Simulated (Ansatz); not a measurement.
Species: C4H8Si, SMILES `C(C=C=C)[SiH3]` (charge 0, multiplicity 1), formula C4H8Si.

How many basis functions does frozen-core CCSD(T)/cc-pVTZ // B3LYP-D3(BJ)/def2-TZVP run with Ansatz (a program for electronic structure) use, how many core orbitals are frozen, and how many electrons are correlated?

266 basis functions and 9 frozen orbitals, which leaves 28 correlated electrons. Core time is of the order of minutes.
